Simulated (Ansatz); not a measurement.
Mulliken charges of GaH$_{6}$N$_{3}$ (`[NH2][Ga]([NH2])[NH2]`) from B3LYP/def2-TZVPP in Ansatz (PBE0-D4/def2-TZVP geometry).

```csv
atom,x (Å),y (Å),z (Å),charge (e)
N1,-1.280,1.249,-0.360,-0.394
Ga2,-0.004,0.001,0.016,0.459
N3,-0.446,-1.771,0.061,-0.398
N4,1.692,0.528,0.432,-0.394
H5,-2.145,0.976,-0.796,0.122
H6,-1.017,2.175,-0.654,0.120
H7,-1.412,-2.041,0.150,0.121
H8,0.139,-2.417,0.565,0.121
H9,2.026,1.437,0.156,0.120
H10,2.447,-0.138,0.429,0.122
```

Q: By hand: the dipole of these point charges (1 e Å = 4.8032 D).

A: Σ q r = (0.017, 0.001, -0.063) e Å, of length 0.065 e Å = 0.31 D.

Q: How does the dipole of the full density compare? (Estimate.)

A: The calculation gave: (0.032, -0.003, -0.123) e Å, 0.61 D; the point charges give 0.51 times that, at 2° from its direction.

Point charges leave out the atoms' own dipoles, such as those of lone pairs, and Mulliken's split depends on the basis, so the two needn't agree.

B3LYP here is the variant with VWN-RPA as its local correlation; programs differ in this.
